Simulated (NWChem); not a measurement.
Molecule: silicon monosulfide (SiS, singlet); SMILES S=[Si]

```xyz
2

Si     0.0000     0.0000     1.0365
S      0.0000     0.0000    -0.9032
```
Atoms are numbered in this order, from 1.

Computed with NWChem. Geometry optimised at PBE0/def2-SVP; all other runs use it. Low-valent species are run as closed-shell singlets; no triplet was tried in these runs.

```
quantity                                                           level  value
----------------------------------------------------  ------------------  -----
isotropic polarisability (bohr³), static                   PBE/def2-SVPD      ?
−ε(HOMO) (eV)                                               PBE/def2-SVP   6.86
vertical, lowest excitation, singlet (eV)             PBE/def2-SVPD, TDA   4.10
cavity-dispersion-structure term (kcal/mol) in water  PBE0/def2-SVP, SMD      ?
dipole (D)                                                 PBE0/def2-SVP      ?
highest harmonic frequency (cm⁻¹)                          PBE0/def2-SVP    769
```

Problem. Some entries are withheld; supply them.

Solution. 
- isotropic polarisability (bohr³), static, value: 50.0
- cavity-dispersion-structure term (kcal/mol) in water, value: -0.4
- dipole (D), value: 1.56
